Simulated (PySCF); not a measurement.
CH₃AlF₂, charge +1, doublet, geometry from GFN2-xTB (such geometries of metal compounds can be far from the true shape) (a state made from the parent by changing its charge; the spin is typed, not shown lowest), atoms displaced at random by about 0.08 Å a coordinate; TPSS/6-31G, gradient in PySCF.

Input for PySCF:
```python
from pyscf import gto, scf, dft

mol = gto.M(
    atom='''
Al    0.082895    0.119644   -0.100159
C    -1.569701   -1.073600   -0.108243
H    -1.099161   -1.867992   -0.777135
H    -2.252684   -0.485444   -0.437094
H    -1.633935   -1.404304    1.017991
F    -0.311203    1.811976   -0.497975
F     1.378186   -0.540956    0.708641
''',
    basis='6-31g',
    charge=1,
    spin=1,
    verbose=4,
)

mf = dft.UKS(mol)
mf.xc = 'tpss'
mf.conv_tol = 1e-11
mf.kernel()
g = mf.nuc_grad_method()
grad = g.kernel()
```

The log (banner, timings and long lists left out):

```
PySCF version 2.14.0

[INPUT] verbose = 4
[INPUT] num. atoms = 7
[INPUT] num. electrons = 39
[INPUT] charge = 1
[INPUT] spin (= nelec alpha-beta = 2S) = 1
[INPUT] symmetry False subgroup None
[INPUT] Mole.unit = angstrom
[INPUT] Symbol           X                Y                Z      unit          X                Y                Z       unit  Magmom
[INPUT]  1 Al     0.082895000000   0.119644000000  -0.100159000000 AA    0.156648847096   0.226094392447  -0.189273078910 Bohr   0.0
[INPUT]  2 C     -1.569701000000  -1.073600000000  -0.108243000000 AA   -2.966304987456  -2.028809967333  -0.204549624901 Bohr   0.0
[INPUT]  3 H     -1.099161000000  -1.867992000000  -0.777135000000 AA   -2.077113256803  -3.529993282879  -1.468572311814 Bohr   0.0
[INPUT]  4 H     -2.252684000000  -0.485444000000  -0.437094000000 AA   -4.256955805190  -0.917356208813  -0.825987950691 Bohr   0.0
[INPUT]  5 H     -1.633935000000  -1.404304000000   1.017991000000 AA   -3.087689655341  -2.653749955631   1.923724187272 Bohr   0.0
[INPUT]  6 F     -0.311203000000   1.811976000000  -0.497975000000 AA   -0.588088439143   3.424138384285  -0.941036366880 Bohr   0.0
[INPUT]  7 F      1.378186000000  -0.540956000000   0.708641000000 AA    2.604394088710  -1.022258685440   1.339137410638 Bohr   0.0

nuclear repulsion = 150.447626663227
number of shells = 28
number of NR pGTOs = 124
number of NR cGTOs = 46
basis = 6-31g
ecp = {}

******** <class 'pyscf.dft.uks.UKS'> ********
method = UKS
initial guess = minao
damping factor = 0
level_shift factor = 0
DIIS = <class 'pyscf.scf.diis.CDIIS'>
diis_start_cycle = 1
diis_space = 8
diis_damp = 0
SCF conv_tol = 1e-11
SCF conv_tol_grad = None
SCF max_cycles = 50
direct_scf = True
direct_scf_tol = 1e-13
number electrons alpha = 20  beta = 19
XC library pyscf.dft.libxc version 7.1.2
    S. Lehtola, C. Steigemann, M. J. T. Oliveira, and M. A. L. Marques,  SoftwareX 7, 1–5 (2018)
XC functionals = tpss
    J. Tao, J. P. Perdew, V. N. Staroverov, and G. E. Scuseria,  Phys. Rev. Lett. 91, 146401 (2003)
    J. P. Perdew, J. Tao, V. N. Staroverov, and G. E. Scuseria,  J. Chem. Phys. 120, 6898 (2004)
    J. Tao, J. P. Perdew, V. N. Staroverov, and G. E. Scuseria,  Phys. Rev. Lett. 91, 146401 (2003)
    J. P. Perdew, J. Tao, V. N. Staroverov, and G. E. Scuseria,  J. Chem. Phys. 120, 6898 (2004)
radial grids:
    Treutler-Ahlrichs [JCP 102, 346 (1995); DOI:10.1063/1.469408] (M4) radial grids

becke partition: Becke, JCP 88, 2547 (1988); DOI:10.1063/1.454033
pruning grids: <function nwchem_prune>
grids dens level: 3
symmetrized grids: False
atomic radii adjust function: <function treutler_atomic_radii_adjust>
small_rho_cutoff = 0
Set gradient conv threshold to 3.16228e-06
tot grids = 91248
init E= -482.045346353571

cycle= 1 E= -481.492856129989  delta_E= 0.552  |g|= 0.673  |ddm|= 1.57
cycle= 2 E= -478.853189073607  delta_E= 2.64  |g|= 2.51  |ddm|= 2.54
cycle= 3 E= -481.59238359864  delta_E= -2.74  |g|= 0.507  |ddm|= 2.07
cycle= 4 E= -481.611815948986  delta_E= -0.0194  |g|= 0.457  |ddm|= 0.727
cycle= 5 E= -481.700787462814  delta_E= -0.089  |g|= 0.0241  |ddm|= 0.371
cycle= 6 E= -481.700885386555  delta_E= -9.79e-05  |g|= 0.0203  |ddm|= 0.0377
cycle= 7 E= -481.701096359623  delta_E= -0.000211  |g|= 0.00723  |ddm|= 0.0248
cycle= 8 E= -481.701128344419  delta_E= -3.2e-05  |g|= 0.00191  |ddm|= 0.011
cycle= 9 E= -481.70113082482  delta_E= -2.48e-06  |g|= 0.000642  |ddm|= 0.00246
cycle= 10 E= -481.701131046475  delta_E= -2.22e-07  |g|= 0.000214  |ddm|= 0.000965
cycle= 11 E= -481.70113107304  delta_E= -2.66e-08  |g|= 2.43e-05  |ddm|= 0.000264
cycle= 12 E= -481.701131073572  delta_E= -5.31e-10  |g|= 3.18e-06  |ddm|= 4.42e-05
cycle= 13 E= -481.70113107358  delta_E= -7.96e-12  |g|= 7.38e-07  |ddm|= 5.61e-06
Extra cycle  E= -481.701131073579  delta_E= 6.82e-13  |g|= 1.85e-06  |ddm|= 2.66e-06
converged SCF energy = -481.701131073579  <S^2> = 0.75383733  2S+1 = 2.0038337

******** <class 'pyscf.grad.uks.Gradients'> for <class 'pyscf.dft.uks.UKS'> ********
unit = Eh/Bohr
grid_response = False
--------------- UKS gradients ---------------
         x                y                z
0 Al     0.0008606843    -0.0552413896     0.0069824734
1 C    -0.0895013353     0.1188117807    -0.0731154756
2 H     0.0127428136    -0.0139910122    -0.0090414537
3 H     0.0993153957    -0.0784432470     0.0487246222
4 H    -0.0017606442    -0.0128807397     0.0376650824
5 F    -0.0064726417     0.0334234206    -0.0050117459
6 F    -0.0153519502     0.0084722662    -0.0062318909
----------------------------------------------
```
